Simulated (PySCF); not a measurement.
## Excitation energy of Kr²⁺ by level of theory

Kr²⁺ [Ar] 3d10 4s2 4p4 (3P) → Kr²⁺ [Ar] 3d10 4s2 4p3 5s1 (5S), as a difference of total energies. Computed with PySCF 2.14 in aug-cc-pVQZ-DK, with scalar relativity by spin-free X2C-1e. Correlated levels: valence: [Ar] 3d10 frozen. The calculations carry no spin-orbit coupling.

```
           method  excitation energy (eV)
              UHF                  17.176
              LDA                  17.679
              PBE                  17.518
             PBE0                  17.701
           r2SCAN                  18.125
           B2PLYP                  17.782
            wB97X                  18.368
            HSE06                  17.721
              M06                  17.935
    MP2 (valence)                  17.509
SCS-MP2 (valence)                  17.781
```

Q: How much does correlation contribute at MP2 (valence)?

A: 17.509 − (17.176) = 0.333 eV, measured against UHF.

A first-order spin-orbit estimate (lowest level to lowest level, LS coupling) adds 0.240 eV.

The promoted electron is Rydberg-like, and one or two diffuse shells describe it only roughly, which tends to raise the upper state.
